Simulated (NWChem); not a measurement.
System: HgCl, doublet; SMILES [Hg][Cl]

Excerpt of the output:

```
             Northwest Computational Chemistry Package (NWChem) 7.3.0
             --------------------------------------------------------

 ORDER OF PRIMARY AXIS IS BEING SET TO 4
 C4V symmetry detected

                             Geometry "geometry" -> ""
                             -------------------------

 Output coordinates in angstroms (scale by  1.889725989 to convert to a.u.)

  No.       Tag          Charge          X              Y              Z
 ---- ---------------- ---------- -------------- -------------- --------------
    1 Hg                  80.0000     0.00000000     0.00000000    -0.42937478
    2 Cl                  17.0000     0.00000000     0.00000000     2.02058722

 Effective nuclear repulsion energy (a.u.)     293.7519270256

      Symmetry information
      --------------------

 Group name             C4v
 Group number             18
 Group order               8
 No. of unique centers     2

                                 NWChem DFT Module
                                 -----------------

 Summary of "ao basis" -> "ao basis" (spherical)
 ------------------------------------------------------------------------------
       Tag                 Description            Shells   Functions and Types
 ---------------- ------------------------------  ------  ---------------------
 Hg                        def2-tzvp                15       43   6s5p3d1f
 Cl                        def2-tzvp                13       37   5s5p2d1f

      Symmetry analysis of basis
      --------------------------

        a1         28
        a2          0
        b1          7
        b2          7
        e          38

            General Information
            -------------------
          SCF calculation type: DFT
          Wavefunction type:  spin polarized.
          No. of atoms     :     2
          No. of electrons :    37
           Alpha electrons :    19
            Beta electrons :    18
          Charge           :     0
          Spin multiplicity:     2
          Use of symmetry is: on ; symmetry adaption is: on
          Maximum number of iterations: 150
          AO basis - number of functions:    80
                     number of shells:    28
          Convergence on energy requested:  1.00D-06
          Convergence on density requested:  1.00D-05
          Convergence on gradient requested:  5.00D-04

              XC Information
              --------------
                       PW6B95 Method XC Functional
                     Hartree-Fock (Exact) Exchange  0.280
                    PW6B95 GGA Exchange Functional  0.720
                      PW6B95 Correlation Potential  1.000

             Grid Information
             ----------------
          Grid used for XC integration:  medium
          Radial quadrature: Mura-Knowles
          Angular quadrature: Lebedev.
          Tag              B.-S. Rad. Rad. Pts. Rad. Cut. Ang. Pts.
          ---              ---------- --------- --------- ---------
          Hg                  1.50      123           9.0       590
          Cl                  1.00       88          10.0       590
          Grid pruning is: on
          Number of quadrature shells:   211
          Spatial weights used:  Erf1

      Superposition of Atomic Density Guess
      -------------------------------------

 Sum of atomic energies:        -633.61850599

      Non-variational initial energy
      ------------------------------

 Total energy =    -612.059837
 1-e energy   =   -1051.794186
 2-e energy   =     366.296368
 HOMO         =      -0.227487
 LUMO         =       0.054847

   Symmetry analysis of molecular orbitals - initial alpha
   -------------------------------------------------------

 !! scf_movecs_sym_adapt:   14 vectors were symmetry contaminated

  Symmetry fudging

 !! scf_movecs_sym_adapt:   12 vectors were symmetry contaminated

  Numbering of irreducible representations:

     1 a1          2 a2          3 b1          4 b2          5 e

  Orbital symmetries:

     1 a1          2 a1          3 a1          4 e           5 e
     6 a1          7 a1          8 e           9 e          10 a1
    11 a1         12 e          13 e          14 b2         15 b1
    16 a1         17 e          18 e          19 a1         20 e
    21 e          22 a1         23 e          24 e          25 a1
    26 a1         27 a1         28 b2         29 b1

   Symmetry analysis of molecular orbitals - initial beta
   ------------------------------------------------------

 !! scf_movecs_sym_adapt:   14 vectors were symmetry contaminated

  Symmetry fudging

 !! scf_movecs_sym_adapt:   12 vectors were symmetry contaminated

  Numbering of irreducible representations:

     1 a1          2 a2          3 b1          4 b2          5 e

  Orbital symmetries:

     1 a1          2 a1          3 a1          4 e           5 e
     6 a1          7 a1          8 e           9 e          10 a1
    11 a1         12 e          13 e          14 b2         15 b1
    16 a1         17 e          18 e          19 a1         20 e
    21 e          22 a1         23 e          24 e          25 a1
    26 a1         27 a1         28 b2         29 b1

     ---------------------------------------------
      Total Density - Mulliken Population Analysis
     ---------------------------------------------

    Atom       Charge   Shell Charges
 -----------   ------   -------------------------------------------------------
    1 Hg  20    19.33   0.03 -0.51  1.62  0.87  0.68  0.61  2.38  2.95  0.68  0.06  0.02  6.61  2.83  0.52  0.00
    2 Cl  17    17.67   2.01  0.45  1.51  1.13  0.88  4.19  1.69  1.12  2.99  1.68  0.00  0.01  0.00

     --------------------------------------------
      Spin Density - Mulliken Population Analysis
     --------------------------------------------

    Atom       Charge   Shell Charges
 -----------   ------   -------------------------------------------------------
    1 Hg  20     0.77   0.00 -0.02  0.04 -0.01  0.31  0.40  0.00  0.00  0.00  0.02  0.01  0.02  0.00 -0.01  0.00
    2 Cl  17     0.23   0.00  0.00 -0.00  0.01 -0.00  0.01 -0.01  0.05  0.13  0.04  0.00  0.00 -0.00

   convergence    iter        energy       DeltaE   RMS-Dens  Diis-err
 ---------------- ----- ----------------- --------- --------- ---------
 d= 0,ls=0.0,diis     1   -614.0850429585 -6.88D+02  8.82D-03  1.38D-01
                                                     9.65D-03  1.36D-01
 d= 0,ls=0.0,diis     2   -614.0592567558  2.58D-02  3.91D-03  1.20D-01
                                                     6.55D-03  1.17D-01
 d= 0,ls=0.0,diis     3   -614.1196269447 -6.04D-02  1.28D-03  2.28D-02
                                                     1.78D-03  2.32D-02
 d= 0,ls=0.0,diis     4   -614.1308196189 -1.12D-02  1.66D-04  1.62D-03
                                                     2.59D-04  4.14D-04
 d= 0,ls=0.0,diis     5   -614.1310591768 -2.40D-04  9.01D-05  6.03D-04
                                                     1.36D-04  2.55D-05
  Resetting Diis
 d= 0,ls=0.0,diis     6   -614.1310758053 -1.66D-05  3.54D-05  3.58D-05
                                                     3.61D-05  1.33D-05
 d= 0,ls=0.0,diis     7   -614.1310850513 -9.25D-06  3.16D-05  3.19D-05
                                                     2.71D-05  2.50D-06
 d= 0,ls=0.0,diis     8   -614.1310846563  3.95D-07  1.12D-05  2.03D-04
                                                     1.77D-05  5.21D-06
 d= 0,ls=0.0,diis     9   -614.1310865154 -1.86D-06  3.88D-06  6.81D-06
                                                     8.32D-06  3.21D-07
 d= 0,ls=0.0,diis    10   -614.1310867015 -1.86D-07  1.75D-06  3.83D-07
                                                     4.08D-06  2.48D-08

         Total DFT energy =     -614.131086701491
      One electron energy =    -1052.213376805919
           Coulomb energy =      407.271963998155
    Exchange-Corr. energy =      -42.627655650136
 Nuclear repulsion energy =       73.437981756410

 Numeric. integr. density =       37.000000079528

                  Occupations of the irreducible representations
                  ----------------------------------------------

                     irrep           alpha         beta
                     --------     --------     --------
                     a1                9.0          8.0
                     a2                0.0          0.0
                     b1                1.0          1.0
                     b2                1.0          1.0
                     e                 8.0          8.0

                    DFT Final Alpha Molecular Orbital Analysis
                    ------------------------------------------

 Vector   17  Occ=1.000000D+00  E=-3.178706D-01  Symmetry=e
              MO Center=  3.4D-14, -2.7D-14,  1.9D+00, r^2= 1.4D+00
   Bfn.  Coefficient  Atom+Function         Bfn.  Coefficient  Atom+Function
  ----- ------------  ---------------      ----- ------------  ---------------
    58      0.414431  2 Cl px                59     -0.326088  2 Cl py
    61      0.284549  2 Cl px                62     -0.223892  2 Cl py
    55      0.204631  2 Cl px                49     -0.160892  2 Cl px
    56     -0.161010  2 Cl py                50      0.126595  2 Cl py
    25      0.093897  1 Hg d  1              52     -0.077478  2 Cl px

 Vector   18  Occ=1.000000D+00  E=-3.178706D-01  Symmetry=e
              MO Center=  2.6D-16, -7.2D-16,  1.9D+00, r^2= 1.4D+00
   Bfn.  Coefficient  Atom+Function         Bfn.  Coefficient  Atom+Function
  ----- ------------  ---------------      ----- ------------  ---------------
    59      0.414431  2 Cl py                58      0.326088  2 Cl px
    62      0.284549  2 Cl py                61      0.223892  2 Cl px
    56      0.204631  2 Cl py                50     -0.160892  2 Cl py
    55      0.161010  2 Cl px                49     -0.126595  2 Cl px
    23     -0.093897  1 Hg d -1              53     -0.077478  2 Cl py

[...]
```

Level: PW6B95/def2-TZVP with def2 effective core potentials on Hg, spin-unrestricted. Geometry: optimised at PBE0/def2-SVP, spin-unrestricted. The spin multiplicity was typed, not searched, and may not be the lowest. No stability test was run on the SCF state. def2 effective core potentials on Hg; no spin-orbit coupling.

Question: Reconstruct the input file.

Answer: One answer among several that fit: the input that was run:
```
start job
memory heap 200 mb stack 900 mb global 1100 mb
geometry units angstroms noautoz
  Hg     0.000000     0.000000    -0.372610
  Cl     0.000000     0.000000     2.077352
end
basis spherical
  * library def2-tzvp
end
ecp
  Hg library def2-ecp
end
dft
  odft
  mult 2
  xc pw6b95
  iterations 150
  mulliken
end
task dft energy
```
